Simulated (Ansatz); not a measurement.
Ansatz (a quantum-chemistry and plane-wave program) job for Se₂, SMILES [Se]=[Se] (connectivity only; charge and spin as stated), neutral, multiplicity 3, PBE/def2-TZVPD. Geometry optimised at PBE0-D3(BJ)/def2-TZVP.

Ansatz 0.2 input:
```yaml
crystal:
  periodic: [false, false, false]
  atoms:
    - {symbol: Se, position_ang: [0.00000000, 0.00000000, -1.08159374]}
    - {symbol: Se, position_ang: [0.00000000, 0.00000000, 1.08159374]}
basis:
  gaussian:
    orbitals: def2-TZVPD
hamiltonian:
  xc: {name: PBE}
magnetization: {spin_polarized: true, initial_magnetization: 2}
```

Output:

```
WARN ansatz: RAYON_NUM_THREADS=1 ignored (pool sized by the plan → 1); use --threads N
Functional definition: PBE
integrals: 0.04 GiB planned
846 factors; their error is unknown
mean field: 0.39 GiB planned
mean field evaluation 1: about -130679.7130 eV, gradient 1.1e1 eV
mean field evaluation 2: about -130679.7913 eV, gradient 7.8e0 eV
mean field evaluation 4: about -130680.0372 eV, gradient 2.7e-1 eV
mean field evaluation 8: about -130680.0143 eV, gradient 2.8e-2 eV
mean field -130680.01431360 eV, -4802.4019479298 hartree, gradient 1.2e-5 eV, S^2 2.003678; 0 other end points of the search recorded, 0 dependent functions left out
reference -130680.01436665 eV, -4802.4019498793 hartree; 35, 33 occupied and 79, 81 virtual orbitals, 846 factors
Total energy: -130680.01436665 eV, -4802.4019498793 hartree
```

The calculation finished and met its thresholds.

Cost: very roughly 4 core-seconds.
